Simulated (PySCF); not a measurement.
**TDDFT excited states: C6H9N**

C6H9N.
Structure used (PBE0-D3(BJ)/def2-SVP), in Å, numbered top down from 1:
```xyz
16
C6H9N angstrom
N      2.0553   -0.8425    0.0337
C      0.7298   -0.5727   -0.4862
C      0.6142    0.8718   -0.9137
C     -0.3134    1.5362   -0.2112
C     -1.0479    0.6366    0.7172
C     -1.8243   -0.4666    0.0388
C     -0.4286   -0.7275    0.5072
H      2.1363   -1.8170    0.3180
H      2.2188   -0.2752    0.8641
H      0.5767   -1.2397   -1.3554
H      1.2479    1.2906   -1.6982
H     -0.5536    2.5956   -0.3294
H     -1.3800    0.9961    1.6954
H     -2.6362   -0.9383    0.5999
H     -2.0082   -0.3630   -1.0355
H     -0.2832   -1.4130    1.3477
```

Method used: PySCF 2.14.0, density-fitted response routines, TDDFT wB97X-D/def2-SVPD, vertical, gas phase, core orbitals frozen in the response.

```json
{"state": "S1", "E (eV)": "6.37", "λ (nm)": "194.8", "ν̃ (cm⁻¹)": "51340", "f": "0.037", "main configurations (H = HOMO, L = LUMO)": "H-1→L (69%), H→L (24%)"}
{"state": "S2", "E (eV)": "6.50", "λ (nm)": "190.6", "ν̃ (cm⁻¹)": "52460", "f": "0.125", "main configurations (H = HOMO, L = LUMO)": "H→L (66%), H-1→L (21%)"}
{"state": "S3", "E (eV)": "7.09", "λ (nm)": "174.9", "ν̃ (cm⁻¹)": "57170", "f": "0.025", "main configurations (H = HOMO, L = LUMO)": "H-1→L+1 (40%), H-1→L+2 (20%), H→L+1 (16%)"}
{"state": "S4", "E (eV)": "7.21", "λ (nm)": "172.0", "ν̃ (cm⁻¹)": "58150", "f": "0.028", "main configurations (H = HOMO, L = LUMO)": "H→L+1 (63%), H-1→L+1 (14%), H→L+4 (9%)"}
{"state": "S5", "E (eV)": "7.39", "λ (nm)": "167.8", "ν̃ (cm⁻¹)": "59600", "f": "0.055", "main configurations (H = HOMO, L = LUMO)": "H-2→L (88%)"}
{"state": "S6", "E (eV)": "7.68", "λ (nm)": "161.4", "ν̃ (cm⁻¹)": "61970", "f": "0.023", "main configurations (H = HOMO, L = LUMO)": "H→L+3 (43%), H→L+2 (28%), H→L+4 (13%)"}
```

The lowest singlet lies at 6.37 eV (195 nm, vacuum ultraviolet) and is of moderate strength; its leading configuration is HOMO-1→LUMO (69%). The most intense listed level is S2 at 6.50 eV (191 nm, f = 0.125), 0.14 eV above S1. Löwdin shares by element: HOMO carbon 73% or more (atoms not listed hold the other 27%); LUMO carbon 64% or more (atoms not listed hold the other 36%). The listed states span 1.32 eV, and the widest gap between neighbours is 0.58 eV (S2 to S3). The oscillator strengths of these states sum to 0.294; summed over the whole spectrum of an exact calculation they would give the number of electrons, 52 (Thomas–Reiche–Kuhn). Weighted by f, the mean energy of these states is 6.86 eV. No computed singlet lies in the visible range (380 to 750 nm); the lowest, at 195 nm, stands 3.10 eV above its violet end (3.26 eV). Singlets were solved by full linear response.

Cost: about 80 s of CPU time on one thread; the machine was shared, so the figure is rough.

One conformer stands for the species.
